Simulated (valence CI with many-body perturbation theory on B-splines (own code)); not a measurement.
# Ca¹⁵⁺: calculated level list

Method: relativistic CI+MBPT: three valence electrons over a frozen Dirac-Fock core [He], a basis of 11 s, 11 p, 10 d, 8 f, 5 g, 2 h functions for each j, with the one-electron correlation potential Σ1, the two-electron term Σ2, the three-electron term Σ3, Breit, model QED; selected CI, second order for the rest, scaled by the run's own slope (own B-spline code, finite nucleus).

No measured spectrum was set against this ion. As an estimate, levels of excited configurations hold to 0.05 to 0.15 % of their energy, terms of the ground configuration to about 0.5 %.

Levels 46 to 90 of 195, with energies above the lowest level, 2s2.2p 2P°_1/2. "Leading %" is the weight of the configuration and term that name the level; weights of strongly mixed levels are sums over their largest components and can fall short. Lifetimes count E1, E2, E3, M1 and M2 decay at the calculated energies, and are blank where another channel may lead or the interval is too uncertain; long ones can be off by a factor of two.

| No. | Configuration | Term | J | E (eV) | Leading % | Second component | Lifetime |
| --- | --- | --- | --- | --- | --- | --- | --- |
| 46 | 2s.2p.3d | 4D° | 3/2 | 611.69 | 43 | 40 % 2s.2p.3s 2P° | 199 fs |
| 47 | 2s.2p.3d | 4D° | 1/2 | 611.77 | 82 | 11 % 2s.2p.3s 2P° | 130 fs |
| 48 | 2s.2p.3d | 2D° | 3/2 | 613.13 | 80 | 8 % 2s.2p.3d 4D° | 298 fs |
| 49 | 2s.2p.3d | 2D° | 5/2 | 613.76 | 59 | 32 % 2s.2p.3d 4D° | 208 fs |
| 50 | 2s.2p.3d | 4D° | 7/2 | 614.06 | 91 | 7 % 2s.2p.3d 4F° | 123 fs |
| 51 | 2s.2p.3d | 4P° | 5/2 | 615.33 | 60 | 27 % 2s.2p.3d 4D° | 178 fs |
| 52 | 2s.2p.3d | 4P° | 3/2 | 615.63 | 80 | 17 % 2s.2p.3d 4D° | 184 fs |
| 53 | 2s.2p.3d | 4P° | 1/2 | 615.90 | 94 | 4 % 2s.2p.3d 4D° | 202 fs |
| 54 | 2s.2p.3d | 2F° | 5/2 | 620.04 | 94 | 4 % 2s.2p.3d 2D° | 190 fs |
| 55 | 2s.2p.3d | 2P° | 3/2 | 622.72 | 93 |  | 225 fs |
| 56 | 2s.2p.3d | 2F° | 7/2 | 622.75 | 99 |  | 162 fs |
| 57 | 2s.2p.3d | 2P° | 1/2 | 624.31 | 96 |  | 213 fs |
| 58 | 2s.2p.3p | 2P | 1/2 | 627.18 | 86 | 10 % 2p2.3s 2P | 949 fs |
| 59 | 2s.2p.3p | 2D | 3/2 | 627.39 | 68 | 26 % 2s.2p.3p 2P | 1.95 ps |
| 60 | 2s.2p.3p | 2D | 5/2 | 628.03 | 93 | 4 % 2p2.3s 2D | 3.75 ps |
| 61 | 2s.2p.3p | 2P | 3/2 | 628.44 | 62 | 27 % 2s.2p.3p 2D | 1.25 ps |
| 62 | 2s.2p.3p | 2S | 1/2 | 631.75 | 89 |  | 3.07 ps |
| 63 | 2p2.3s | 4P | 1/2 | 635.72 | 95 |  | 1.90 ps |
| 64 | 2p2.3s | 4P | 3/2 | 637.50 | 97 |  | 1.84 ps |
| 65 | 2p2.3s | 4P | 5/2 | 639.71 | 94 |  | 1.72 ps |
| 66 | 2s.2p.3d | 2F° | 7/2 | 641.27 | 94 | 5 % 2p2.3p 2F° | 224 fs |
| 67 | 2s.2p.3d | 2F° | 5/2 | 641.40 | 93 | 6 % 2p2.3p 2F° | 185 fs |
| 68 | 2s.2p.3d | 2D° | 3/2 | 642.92 | 98 |  | 143 fs |
| 69 | 2s.2p.3d | 2D° | 5/2 | 643.41 | 97 |  | 144 fs |
| 70 | 2p2.3s | 2P | 1/2 | 644.20 | 83 | 14 % 2s.2p.3p 2P | 808 fs |
| 71 | 2s.2p.3d | 2P° | 1/2 | 645.54 | 93 |  | 189 fs |
| 72 | 2s.2p.3d | 2P° | 3/2 | 645.94 | 96 |  | 191 fs |
| 73 | 2p2.3s | 2P | 3/2 | 646.29 | 67 | 20 % 2p2.3s 2D | 840 fs |
| 74 | 2p2.3p | 2S° | 1/2 | 648.01 | 51 | 30 % 2p2.3p 4D° | 733 fs |
| 75 | 2p2.3p | 4D° | 1/2 | 649.31 | 64 | 33 % 2p2.3p 2S° | 856 fs |
| 76 | 2p2.3p | 4D° | 3/2 | 649.89 | 90 | 6 % 2p2.3p 4P° | 1.10 ps |
| 77 | 2p2.3s | 2D | 5/2 | 650.68 | 90 | 4 % 2p2.3s 4P | 997 fs |
| 78 | 2p2.3s | 2D | 3/2 | 651.23 | 74 | 18 % 2p2.3s 2P | 967 fs |
| 79 | 2p2.3p | 4D° | 5/2 | 651.67 | 92 | 5 % 2p2.3p 4P° | 1.10 ps |
| 80 | 2p2.3p | 4P° | 3/2 | 652.67 | 64 | 24 % 2p2.3p 2D° | 828 fs |
| 81 | 2p2.3p | 4P° | 1/2 | 652.96 | 86 | 10 % 2p2.3p 2S° | 822 fs |
| 82 | 2p2.3p | 4D° | 7/2 | 653.79 | 94 |  | 1.12 ps |
| 83 | 2p2.3p | 4P° | 5/2 | 653.90 | 63 | 31 % 2p2.3p 2D° | 841 fs |
| 84 | 2p2.3p | 2D° | 3/2 | 654.65 | 74 | 22 % 2p2.3p 4P° | 729 fs |
| 85 | 2p2.3p | 2D° | 5/2 | 657.84 | 62 | 29 % 2p2.3p 4P° | 720 fs |
| 86 | 2p2.3p | 2P° | 3/2 | 659.14 | 66 | 31 % 2p2.3p 4S° | 603 fs |
| 87 | 2p2.3p | 4S° | 3/2 | 659.71 | 63 | 30 % 2p2.3p 2P° | 597 fs |
| 88 | 2p2.3p | 2P° | 1/2 | 660.23 | 89 | 5 % 2p2.3p 2S° | 625 fs |
| 89 | 2p2.3d | 4F | 3/2 | 661.63 | 91 | 5 % 2p2.3d 4D | 9.50 ps |
| 90 | 2p2.3d | 4F | 5/2 | 662.55 | 88 | 10 % 2p2.3d 4D | 7.55 ps |

Names give the largest LS component (configuration and term), which can be under half, so a name can repeat, a term be missing and a line seem to break the LS rules; names also repeat where a configuration has a term twice.

Where two levels of one J and parity lie close, their mixing, g and order are uncertain.
